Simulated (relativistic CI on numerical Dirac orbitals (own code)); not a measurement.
# Fe⁵⁺: resonant inelastic scattering at the M2,3 edge

Computed with this model: Dirac-Coulomb-Breit CI, KLI orbitals optimised for each configuration, QED by a radiative potential, valence Slater integrals scaled by 0.8, Kramers-Heisenberg scattering through one core-hole configuration in a parametric crystal field; configurations [Ar] 3d3 → [Ne] 3s2 3p5 3d4; 300 K; core-hole width 0.8 eV; summed over polarisations. Incident energies are the highest absorption maxima for each field (at most a few, so the weaker spin-orbit partner edge can be absent), on the computed scale of the free ion. Intensities are in per cent of the strongest line above 0.02 eV; levels within 1 cm⁻¹ are merged; final levels count from the ground level, the first row holds all elastic scattering, lines under 0.4 are left out and each table stops after 24 rows. The scale of the Slater integrals is a model choice and moves the terms in proportion.

Field parameters in Wybourne normalisation: Oh B⁴₀ = 21Dq, B⁴₄ = √(5/14) B⁴₀. The field is a parameter set, without covalency.

S is read from ⟨S²⟩ = S(S + 1).

Oh, 10Dq = 5900 cm⁻¹:

| Final level (eV) | Degeneracy | Irrep | S | 62.7 eV | 67.8 eV | 74 eV |
| --- | --- | --- | --- | --- | --- | --- |
| 0.000 | 4 | Γ8 | 1.50 | 38.1 | 84.8 | 135.3 |
| 0.713 | 2 | Γ7 | 1.50 | 4.5 | 3.6 | 46.4 |
| 0.728 | 4 | Γ8 | 1.50 | 13.9 | 32.5 | 100.0 |
| 0.745 | 4 | Γ8 | 1.50 | 16.8 | 24.7 | 95.1 |
| 0.759 | 2 | Γ6 | 1.50 | 8.4 | 9.4 | 43.8 |
| 1.234 | 2 | Γ7 | 1.50 | 0.9 | 35.2 | 44.3 |
| 1.246 | 4 | Γ8 | 1.50 | 1.8 | 48.2 | 84.1 |
| 1.319 | 4 | Γ8 | 1.50 | 2.7 | 50.0 | 66.5 |
| 1.361 | 2 | Γ6 | 1.50 | 1.5 | 25.1 | 25.1 |
| 3.018 | 2 | Γ6 | 0.55 | 0.0 | 0.8 | 0.5 |
| 3.086 | 2 | Γ6 | 1.46 | 0.5 | 3.8 | 7.1 |
| 3.102 | 4 | Γ8 | 1.42 | 1.0 | 5.4 | 25.5 |
| 3.147 | 4 | Γ8 | 0.63 | 0.3 | 0.6 | 2.6 |
| 3.183 | 4 | Γ8 | 1.48 | 1.1 | 5.6 | 33.1 |
| 3.185 | 2 | Γ7 | 1.48 | 0.5 | 3.5 | 20.0 |
| 3.520 | 4 | Γ8 | 0.51 | 0.1 | 0.1 | 0.4 |
| 3.629 | 4 | Γ8 | 0.54 | 0.1 | 0.5 | 0.6 |
| 4.088 | 4 | Γ8 | 0.52 | 0.0 | 0.6 | 0.3 |
| 4.442 | 4 | Γ8 | 0.50 | 0.0 | 0.6 | 0.3 |
| 5.942 | 2 | Γ7 | 0.50 | 0.0 | 0.4 | 0.3 |
| 6.032 | 4 | Γ8 | 0.50 | 0.0 | 0.8 | 0.6 |
| 6.272 | 4 | Γ8 | 0.50 | 0.0 | 0.5 | 0.7 |

Oh, 10Dq = 13250 cm⁻¹:

```
Final level (eV)  Degeneracy  Irrep     S  62.1 eV  69.1 eV  74.9 eV
           0.000           4     Γ8  1.50     67.2     71.1    114.6
           1.619           2     Γ7  1.50      8.3      3.4     48.3
           1.633           4     Γ8  1.50     14.5     26.7    100.0
           1.652           4     Γ8  1.50     12.3     21.4     89.1
           1.664           2     Γ6  1.50      5.7      7.5     41.5
           2.630           4     Γ8  1.25      1.3     23.3     83.7
           2.636           2     Γ7  1.50      0.7     19.9     62.1
           2.661           4     Γ8  1.30      1.0     27.1     71.4
           2.673           4     Γ8  0.89      0.4      7.9     38.3
           2.718           2     Γ6  1.40      0.4     19.0     32.9
           2.835           4     Γ8  0.84      0.3      7.8     25.8
           2.840           2     Γ6  0.68      0.1      1.7      4.9
           3.698           4     Γ8  0.51      0.3      0.3      0.6
           3.726           2     Γ7  0.51      0.1      0.4      0.5
           3.912           2     Γ6  0.52      0.1      1.1      0.3
           4.318           4     Γ8  0.51      0.2      0.5      0.4
           4.375           2     Γ6  0.94      0.2      7.8      2.1
           4.387           4     Γ8  1.18      0.6     19.2      8.7
           4.474           2     Γ6  1.20      0.2     11.8      3.6
           4.492           4     Γ8  1.47      0.9     26.2     19.9
           4.503           2     Γ7  1.49      0.4     15.5     12.7
           4.553           4     Γ8  0.96      0.3      8.4      5.8
           4.792           4     Γ8  0.55      0.1      1.0      0.7
           5.238           2     Γ6  0.51      0.0      0.6      0.3
```

Oh, 10Dq = 20650 cm⁻¹:

```
Final level (eV)  Degeneracy  Irrep     S  62.9 eV  68.9 eV  75.9 eV
           0.000           4     Γ8  1.50    115.9     68.4     76.9
           2.525           4     Γ8  1.36     17.3     22.3     61.9
           2.535           2     Γ7  1.50     11.7      9.7     38.2
           2.555           4     Γ8  1.48     19.5     22.5     69.2
           2.572           2     Γ6  1.48      9.1     12.6     28.7
           2.743           4     Γ8  0.73      2.5      4.6     12.5
           2.841           4     Γ8  0.56      0.4      1.4      2.5
           2.876           2     Γ6  0.55      0.1      0.4      1.1
           3.816           2     Γ7  1.38      0.6     14.9     47.8
           3.834           4     Γ8  1.39      1.5     29.0    100.0
           3.892           4     Γ8  1.48      1.2     18.5     80.4
           3.902           2     Γ6  1.49      0.4      6.5     35.6
           3.991           4     Γ8  0.71      0.8      4.8     19.7
           4.039           2     Γ7  0.71      0.4      1.5     10.7
           5.258           4     Γ8  0.50      0.5      0.2      0.2
           5.387           4     Γ8  0.52      0.1      0.7      0.4
           5.687           4     Γ8  0.55      0.1      0.9      0.5
           6.014           4     Γ8  1.43      1.7      7.7     15.0
           6.016           2     Γ6  1.47      0.7      3.4     11.1
           6.039           2     Γ7  1.50      0.6      5.2      9.0
           6.048           4     Γ8  1.48      1.4      7.7     11.0
           6.310           2     Γ6  0.56      0.1      0.2      0.8
           6.344           4     Γ8  0.60      0.2      0.3      1.3
           7.389           4     Γ8  0.50      0.2      0.5      0.5
```

For the first field the strongest loss at the lowest incident energy is the level at 0.74 eV (S = 1.50, against 1.50 in the thermal ground state).
